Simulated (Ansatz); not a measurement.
Level of theory: Ansatz (an electronic-structure program) with frozen-core CCSD(T)/def2-TZVPP // B3LYP-D3(BJ)/def2-TZVP.

Ansatz 0.2 input:
```yaml
crystal:
  periodic: [false, false, false]
  atoms:
    - { symbol: C, position_ang: [1.131342, 0.054891, -0.113083] }
    - { symbol: Si, position_ang: [-0.675511, -0.170339, 0.088544] }
    - { symbol: Cl, position_ang: [-1.62468, 1.654566, -0.144892] }
    - { symbol: H, position_ang: [1.597929, 1.031101, -0.162018] }
    - { symbol: H, position_ang: [1.810563, -0.7886, -0.179061] }
    - { symbol: H, position_ang: [-1.021968, -0.679171, 1.435227] }
    - { symbol: H, position_ang: [-1.217675, -1.102448, -0.924716] }
basis:
  gaussian: { orbitals: def2-TZVPP }
correlation:
  method: ccsd_t
magnetization:
  spin_polarized: true
  initial_magnetization: 1
```

Output:

```
Functional definition: HF
985 factors; integrals over basis functions are off by at most 1.3e-3 eV
mean field evaluation 1: about -21459.1586 eV, gradient 1.6e1 eV
mean field evaluation 2: about -21459.1625 eV, gradient 1.6e1 eV
mean field evaluation 4: about -21461.1368 eV, gradient 2.1e0 eV
mean field evaluation 8: about -21461.1894 eV, gradient 2.2e-3 eV
mean field evaluation 16: about -21461.1841 eV, gradient 2.6e-1 eV
mean field -21461.18937651 eV, -788.6841626701 hartree, gradient 5.1e-6 eV, S^2 0.761013; 0 other end points of the search recorded, 0 dependent functions left out
11 core orbitals not correlated
reference -21461.18937651 eV, -788.6841626701 hartree; 10, 9 occupied and 150, 151 virtual orbitals, 985 factors
second order -12.36402741 eV of doubles, -0.00000000 eV of singles
cycle   1  -13.30966354 eV  change   -9.5e-1 eV  update   7.1e-2
cycle   2  -13.65893026 eV  change   -3.5e-1 eV  update   2.2e-2
cycle   3  -13.69947513 eV  change   -4.1e-2 eV  update   9.0e-3
cycle   4  -13.69640625 eV  change    3.1e-3 eV  update   3.5e-3
cycle   5  -13.69645540 eV  change   -4.9e-5 eV  update   1.5e-3
cycle   6  -13.69670339 eV  change   -2.5e-4 eV  update   5.6e-4
cycle   7  -13.69678570 eV  change   -8.2e-5 eV  update   2.1e-4
cycle   8  -13.69684077 eV  change   -5.5e-5 eV  update   9.2e-5
cycle   9  -13.69682103 eV  change    2.0e-5 eV  update   3.4e-5
cycle  10  -13.69680486 eV  change    1.6e-5 eV  update   1.4e-5
perturbative correction -0.50698889 eV, -0.0186314981 hartree
Total energy: -21475.39317026 eV, -789.2061424629 hartree
```

Cost: roughly 2.1 core-minutes.
